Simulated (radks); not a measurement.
The numbers below are computed, except where a source is named.
Valence configurations of Br II (all share [Ar]). Code: a radial shooting solver on a logarithmic mesh with Libxc functionals. Model: non-relativistic Kohn-Sham, PBE, spin-polarised, spherical densities, point nucleus; open shells are filled with parallel spins first. Energies are relative to 3d10 4s2 4p4; eigenvalues in eV for spin up.

| valence | E (eV) | moment (Bohr magnetons) | e(3d) | e(4p) | e(4s) |
|---|---|---|---|---|---|
| 3d10 4s2 4p4 | 0.000 | 2 | -79.526 | -18.226 | -30.377 |
| 3d10 4s1.5 4p4.5 | 6.064 | 2 | -80.281 | -18.553 | -30.804 |
| 3d10 4s1 4p5 | 12.140 | 2 | -81.030 | -18.878 | -31.229 |
| 3d10 4p6 | 25.415 | 0 | -82.352 | -18.678 | - |
| 3d9.5 4s2 4p4.5 | 32.645 | 2 | -86.395 | -19.008 | -31.586 |
| 3d9.5 4s0.5 4p6 | 52.042 | 1 | -88.484 | -19.533 | -32.317 |
| 3d9 4s2 4p5 | 67.776 | 2 | -93.377 | -19.774 | -32.761 |
| 3d9 4s1 4p6 | 80.685 | 2 | -94.775 | -20.380 | -33.541 |
| 3d8 4s2 4p6 | 145.71 | 2 | -107.68 | -21.269 | -35.026 |

NIST lists [Ar] 3d10 4s2 4p4 as the ground configuration; this level of theory agrees among the configurations tried. The energies are those of spherical high-spin densities, not of single terms.
